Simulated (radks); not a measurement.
Values are calculated unless marked as measured or tabulated.
Problem. The mean radii <r> (bohr) of the occupied orbitals of an atom or ion are listed with their occupations. Level of theory: scalar-relativistic Kohn-Sham, BP86, spin-unpolarised, spherical densities, point nucleus (a radial shooting solver on a logarithmic mesh with Libxc functionals).

orbital  occ.      <r>
1s          2  0.09094
2s          2   0.4425
2p          6   0.4045
3s          2    1.351
3p          1    1.443

Name the element and its charge.

Solution. Z = 17, chlorine, charge +4: Cl4+ in [Ne] 3s2 3p1. The 1s radius gives Z: for a bare nucleus <r> = (2 gamma + 1)/(2Z) with gamma = sqrt(1 - (Z/c)^2), 0.08778 bohr for Z = 17, and screening makes it slightly larger (0.09094 here). The occupations add up to 13, and the charge is Z minus that.
